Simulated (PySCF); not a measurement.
## Cadmium: a sound run and one with changed settings

Sound run: Cd²⁺ [Kr] 4d10, Cd³⁺ [Kr] 4d9. All numbers are calculated (PySCF 2.14, scalar relativity through the core potential, in def2-TZVP with the def2 core potential (28 electrons) (6s4p3d1f, 40 functions)). In the sound run the correlated levels freeze 4s2 4p6 outside the core potential. The sound run starts from symmetry-adapted Hartree-Fock orbitals and uses a fine grid where one is needed.

Changed run: all electrons correlated in a basis built for the valence shell.

| species | method | sound run (hartree) | changed run (hartree) | converged |
| --- | --- | --- | --- | --- |
| Cd²⁺ | MP2 | -166.30094 | -166.45888 | yes |
| Cd³⁺ | MP2 | -164.92456 | -165.08951 | yes |

Ionisation energy of Cd²⁺:

| method | sound run (eV) | changed run (eV) |
| --- | --- | --- |
| UHF | 36.014 | 36.014 |
| MP2 | 37.453 | 37.263 |
| SCS-MP2 | 37.292 | 37.073 |

A valence basis has no tight correlating functions, so it recovers only part of the core correlation, and not evenly between atom and ion.

For comparison, NIST gives 37.468 ± 0.006 eV between the lowest levels.
